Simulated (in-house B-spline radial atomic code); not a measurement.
Values are calculated unless marked as measured or tabulated.
**C6 from the polarisability at imaginary frequency: Ge4+**

LDA VWN5 linear response of the closed shell [Ar] 3d10, from an all-electron radial atomic-structure program (B-spline basis); scalar-relativistic (spin-free one-electron X2C), finite nucleus, no spin-orbit coupling.

The dispersion coefficient of two like species is C6 = (3/π) ∫ α(iu)² du from 0 to ∞.

```csv
u (hartree),α(iu) (bohr³)
0,0.8722
0.335,0.8519
0.783,0.7783
1.34,0.6663
2.24,0.513
3.35,0.3817
5.03,0.2593
7.83,0.1541
11.2,0.09448
16.8,0.05109
28,0.02204
55.9,0.00662
```

(1) Fit one oscillator, α(iu) = α(0)/(1 + u²/ω²), through u = 1.34 and estimate C6.

(2) How does that compare with the full integral?

## Answers

(1) From α(0)/α(iu) − 1 = 0.8722/0.6663 − 1 = 0.3090, ω = u/√0.3090 = 2.4105 hartree (65.6 eV). London's formula gives C6 = (3/4) α(0)² ω = 0.75 × 0.8722² × 2.4105 = 1.375 hartree·bohr⁶, and the oscillator holds f = α(0) ω² = 5.07 electrons, of a sum of oscillator strengths of 27.8.

(2) The program's quadrature over all excitations gives C6 = 1.673, so the single oscillator is off by -17.8 %. At the last point the fit gives α = 0.00162 against 0.00662: higher excitations, and deeper shells where there are any, keep the true curve higher at large u.
